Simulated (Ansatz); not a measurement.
CdCl4. Total charge 0; singlet. Geometry PBE0-D4/def2-SVP; atoms count from 1.

```tsv
atom	x (Å)	y (Å)	z (Å)
Cd1	-0.559	0.952	0.483
Cl2	-1.966	1.198	-1.299
Cl3	1.563	-0.905	-1.224
Cl4	0.734	0.900	2.364
Cl5	0.228	-2.145	-0.323
```

In the def2 sets Cd takes a core potential; there is no spin–orbit coupling. In the singlet, Cl3 and Cl5 lie 2.03 Å apart (atoms count from 1), so these atoms are partly bonded to each other. The structure comes from a short search, and lower isomers may exist.

(1) Estimate the Mulliken populations from the PBE0/def2-TZVP orbitals of Ansatz.

(2) And the Mayer bond orders between heavy atoms (over 0.3)?

Results:

(1) 
```tsv
atom	charge (e)	d electrons
Cd1	0.81	10.00
Cl2	-0.43	–
Cl3	0.02	–
Cl4	-0.43	–
Cl5	0.02	–
```
Mulliken values depend strongly on the basis.

(2) Cd1–Cl2 0.90 (2.28 Å); Cd1–Cl4 0.90 (2.28 Å); Cl3–Cl5 1.10 (2.03 Å).
